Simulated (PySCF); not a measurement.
## Electronic absorption of [CH7NPSi]+

Species: CH₇NPSi (charge +1).
Cartesian coordinates in Å at the PBE0-D3(BJ)/def2-SVP level; atoms count from 1:
```xyz
11
CH7NPSi angstrom
C     -2.4036    0.5295   -0.0080
N     -1.2432    0.0474   -0.1457
Si    -0.3577   -1.3712    0.1445
P      1.6689   -0.6175   -0.7584
H     -3.2580   -0.0193    0.4303
H     -2.6126    1.5622   -0.3368
H      0.0199   -1.6575    1.5508
H     -0.6522   -2.5529   -0.7038
H      2.7838   -1.4869   -0.7479
H      2.1160    0.5548   -0.1105
H      1.5198   -0.2369   -2.1101
```

Computed with PySCF 2.14.0, density-fitted response routines, TDDFT CAM-B3LYP/def2-SVPD, vertical, gas phase, core orbitals frozen in the response.

Problem. Predict the UV-vis stick spectrum at this level.

Solution. 

```tsv
state	E (eV)	λ (nm)	ν̃ (cm⁻¹)	f	|μ| (D)	main configurations (H = HOMO, L = LUMO)
S1	3.85	322.0	31060	0.0001	0.08	H→L (95%)
S2	5.63	220.4	45370	0.023	1.04	H→L+1 (93%)
S3	6.42	193.0	51810	0.0034	0.37	H→L+2 (94%)
S4	6.48	191.4	52240	0.075	1.74	H→L+3 (93%)
S5	6.88	180.2	55490	0.022	0.91	H→L+4 (78%), H→L+5 (13%)
S6	7.61	162.8	61410	0.070	1.56	H→L+5 (72%), H→L+4 (11%), H→L+6 (9%)
S7	7.73	160.3	62370	0.086	1.71	H→L+6 (52%), H-1→L (31%), H→L+5 (10%)
S8	7.79	159.1	62860	0.0003	0.10	H-1→L+1 (89%)
S9	7.93	156.3	63970	0.385	3.58	H-1→L (63%), H→L+6 (31%)
S10	8.33	148.9	67170	0.0012	0.20	H→L+8 (65%), H-2→L (20%)
```

Triplets (Tamm–Dancoff): T1 3.34 eV, H→L (94%); T2 4.98 eV, H-1→L (77%), H-3→L (14%); T3 5.30 eV, H→L+1 (89%); T4 5.93 eV, H→L+3 (74%), H→L+4 (17%).

The lowest singlet comes at 322 nm (372 kJ/mol) in the ultraviolet; it is dark (f under 0.0005); its leading configuration is HOMO→LUMO (95%). The most intense listed level is S9 at 7.93 eV (156 nm, f = 0.385), 4.08 eV above S1. Löwdin shares by element: HOMO nitrogen 54%, carbon 16%, silicon 9%, hydrogen 6% or more; LUMO carbon 38%, nitrogen 28%, silicon 12%, hydrogen 6% or more (atoms not listed hold the other 16%). Of the 10 states listed, 6 reach f = 0.01 and 2 stay under 0.0005. The oscillator strengths of these states sum to 0.666; summed over the whole spectrum of an exact calculation they would give the number of electrons, 48 (Thomas–Reiche–Kuhn). Orbital energies (eV): HOMO-3 -17.02, HOMO-2 -16.38, HOMO-1 -15.35, HOMO -13.00, LUMO -4.58, LUMO+1 -4.09, LUMO+2 -3.68. The vertical ionisation energy (ΔSCF) is 13.82 eV, 5.49 eV above S10. Only the lowest 10 singlets were computed, as vertical energies without vibronic structure.

Hardware: one thread of an Arm Neoverse V1, on a shared host. Cost: 48 s of wall time.

One conformer stands for the species.
